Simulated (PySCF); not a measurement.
O$_{3}$S, triplet, geometry from GFN2-xTB (a higher spin typed on purpose: for a closed-shell molecule this is an excited state); DF-M062X/6-31G (PySCF).

The PySCF input:
```python
from pyscf import gto, scf, dft

mol = gto.Mole()
mol.atom = '''
    O    -0.682833   -1.230189   -0.237236
    S    -0.010770   -0.005312    0.281276
    O    -0.716095    1.219078   -0.192258
    O     1.420468    0.021734   -0.133059
'''
mol.basis = '6-31g'
mol.charge = 0
mol.spin = 2
mol.verbose = 5
mol.build()

mf = dft.UKS(mol)
mf.xc = 'm062x'
mf = mf.density_fit(auxbasis='def2-universal-jkfit')
mf.kernel()
```

Output, abridged:

```
PySCF version 2.14.0

[INPUT] verbose = 5
[INPUT] max_memory = 4000
[INPUT] num. atoms = 4
[INPUT] num. electrons = 40
[INPUT] charge = 0
[INPUT] spin (= nelec alpha-beta = 2S) = 2
[INPUT] symmetry False subgroup None
[INPUT] Mole.unit = angstrom
[INPUT] Symbol           X                Y                Z      unit          X                Y                Z       unit  Magmom
[...]
[INPUT] ---------------- BASIS SET ----------------
[INPUT] l, kappa, [nprim/nctr], expnt,             c_1 c_2 ...
[INPUT] S
[...]
                                3301.49           0.01423
                                754.146           0.069696
                                212.711           0.238487
                                67.9896           0.483307
                                23.0515           0.338074
[...]
                                100.71            -0.031693
                                32.1599           -0.113317
                                11.8079           0.05609
                                4.6311            0.592255
                                1.87025           0.455006
[...]
                                0.922167          0.066957
                                0.341287          1.05451
[...]
                                100.71            0.030681
                                32.1599           0.130452
                                11.8079           0.327205
                                4.6311            0.452851
                                1.87025           0.256042
[...]
                                0.922167          0.310263
                                0.341287          0.754483
[...]
[INPUT] O
[...]
                                825.23495         0.0139501
                                188.04696         0.0684451
                                52.9645           0.2327143
                                16.89757          0.470193
                                5.7996353         0.3585209
[...]
                                3.5999336         -0.1480263
                                1.0137618         1.130767
[...]
                                3.5999336         0.3397528
                                1.0137618         0.7271586
[...]
nuclear repulsion = 177.827406767918
number of shells = 22
number of NR pGTOs = 112
number of NR cGTOs = 40
basis = 6-31g
ecp = {}

******** <class 'pyscf.df.df_jk.DFUKS'> ********
method = DFUKS
initial guess = minao
damping factor = 0
[...]
 -6.41753548e-01 -6.09660162e-01 -6.09634087e-01 -4.46124111e-01
 -4.46115314e-01 -4.28332985e-01 -4.28312265e-01 -2.48505269e-01
 -1.82451741e-01  9.01666742e-02  1.15200170e-01  1.15225498e-01
  2.40919971e-01  3.05294536e-01  3.65281256e-01  3.65294287e-01
  8.66801721e-01  8.66828628e-01  9.22497259e-01  9.69474015e-01
  9.69487981e-01  1.00799543e+00  1.08341368e+00  1.12883631e+00
  1.12884641e+00  1.43925151e+00  1.43926827e+00  1.64635197e+00]
multiplicity <S^2> = 2.0290532  2S+1 = 3.0193067
nelec by numeric integration = [21.00000106 19.00000045]
E1 = -1209.0528626599194  E2 = 407.9857994264835  Ecoul = 459.257955847419  Exc = -51.27215642093552
cycle= 12 E= -623.239656465518  delta_E= 9.35e-10  |g|= 2.57e-05  |ddm|= 2.72e-05
  alpha mo_energy =
[-9.02146911e+01 -1.97685817e+01 -1.97685656e+01 -1.97685282e+01
 -8.58071139e+00 -6.49642741e+00 -6.49642541e+00 -6.49389920e+00
 -1.41266155e+00 -1.25860491e+00 -1.25856728e+00 -8.01604191e-01
 -6.76955264e-01 -6.61244234e-01 -6.61239466e-01 -5.38041333e-01
 -5.38037229e-01 -4.94714227e-01 -4.94698703e-01 -4.92083181e-01
 -3.97269048e-01  7.70061643e-02  7.70260478e-02  8.12583756e-02
  2.36508012e-01  3.07760247e-01  3.61631638e-01  3.61640416e-01
  8.30211504e-01  8.30277661e-01  9.14200964e-01  9.45859863e-01
  9.45880846e-01  9.80733121e-01  1.04361306e+00  1.10837432e+00
  1.10837827e+00  1.42133678e+00  1.42139351e+00  1.63214962e+00]
  beta  mo_energy =
[-9.02119684e+01 -1.97549292e+01 -1.97549153e+01 -1.97548848e+01
 -8.57894590e+00 -6.49687369e+00 -6.49687222e+00 -6.48500136e+00
 -1.38062159e+00 -1.21179937e+00 -1.21178546e+00 -7.49653070e-01
 -6.41753551e-01 -6.09664040e-01 -6.09630246e-01 -4.46127135e-01
 -4.46112950e-01 -4.28332661e-01 -4.28312830e-01 -2.48505534e-01
 -1.82451658e-01  9.01665401e-02  1.15198729e-01  1.15226980e-01
  2.40920159e-01  3.05294558e-01  3.65280800e-01  3.65294946e-01
  8.66802107e-01  8.66827809e-01  9.22497093e-01  9.69469575e-01
  9.69492062e-01  1.00799533e+00  1.08341349e+00  1.12883523e+00
  1.12884708e+00  1.43924898e+00  1.43927070e+00  1.64635174e+00]
multiplicity <S^2> = 2.0290532  2S+1 = 3.0193067
nelec by numeric integration = [21.00000106 19.00000045]
E1 = -1209.0528636269269  E2 = 407.985800390552  Ecoul = 459.2579580169565  Exc = -51.27215762640445
Extra cycle  E= -623.239656468457  delta_E= -2.94e-09  |g|= 3.41e-05  |ddm|= 0.000103
converged SCF energy = -623.239656468457  <S^2> = 2.0290532  2S+1 = 3.0193067
```
